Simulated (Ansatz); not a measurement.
A nudged elastic band was laid between two geometries of C2H8B2 (12 atoms, charge 0, multiplicity 1).

These are results of RKS PBE-D4/def2-mTZVP (Ansatz 0.2.0), not measurements.

```
movable images  : 9
climbing image  : yes
spring          : 5.0 eV/Å²
optimiser       : quadratic models (default)
start path      : through a guess of the saddle point
force threshold : 0.05 eV/Å
iteration limit : 60
end points      : relaxed
```

First end point:

```xyz
12
Properties=species:S:1:pos:R:3
B -0.852 1.790 -0.208
B 0.209 0.906 0.664
C 0.653 -0.591 0.508
C 0.029 -1.425 -0.616
H -0.514 2.458 -1.156
H -2.019 1.884 0.087
H 0.736 1.512 1.580
H 0.492 -1.079 1.491
H 1.759 -0.589 0.424
H 0.233 -0.980 -1.602
H 0.415 -2.456 -0.634
H -1.065 -1.486 -0.506
```

Last end point:

```xyz
12
Properties=species:S:1:pos:R:3
B -0.860 1.790 -0.200
B 0.216 0.909 0.656
C 0.655 -0.591 0.505
C 0.032 -1.426 -0.618
H -2.021 1.885 0.117
H -0.540 2.454 -1.157
H 0.758 1.521 1.558
H 0.480 -1.071 1.490
H 1.762 -0.600 0.431
H 0.254 -0.993 -1.605
H 0.405 -2.462 -0.622
H -1.063 -1.471 -0.521
```

Question: What changes between the two ends?

Answer: No bond is made or broken. The dihedral H5–B1–B2–C3 goes from -92 to 92°. The two ends are copies of one structure, up to a mirror image or an exchange of like atoms.

Question: What energy profile does the band end with?

Answer: It converged. The highest image is number 5 of 0 to 10, 0.63 eV above the ends, which have the same energy within 2 meV. A vibrational analysis at the climbing image gives one clearly imaginary mode, 476i cm⁻¹, and a faint second one (28i cm⁻¹) that may be numerical noise or a soft torsion: probably a first-order saddle point.

```
image  path coordinate (Å)  energy (eV)  dihedral H5–B1–B2–C3 (°)
    0                 0.00         0.00                       -92
    1                 0.46         0.03                       -81
    2                 0.92         0.14                       -61
    3                 1.38         0.34                       -41
    4                 1.84         0.54                       -20
    5                 2.30         0.63                         1
    6                 2.83         0.52                        26
    7                 3.36         0.27                        50
    8                 3.89         0.07                        74
    9                 4.42         0.00                        92
   10                 4.95         0.00                        92
```

Question: What is the geometry of the highest image?

Answer: 
```xyz
12
Properties=species:S:1:pos:R:3
B -0.924 1.786 -0.221
B 0.151 0.869 0.808
C 0.639 -0.586 0.532
C 0.108 -1.366 -0.674
H -1.395 1.334 -1.234
H -1.245 2.918 0.039
H 0.589 1.374 1.817
H 0.514 -1.172 1.468
H 1.750 -0.507 0.484
H 0.309 -0.835 -1.616
H 0.563 -2.365 -0.753
H -0.982 -1.505 -0.613
```

The run took 67 s on 2 threads of Intel(R) Xeon(R) 6975P-C (Granite Rapids) (shared host), peak memory 0.21 GiB.
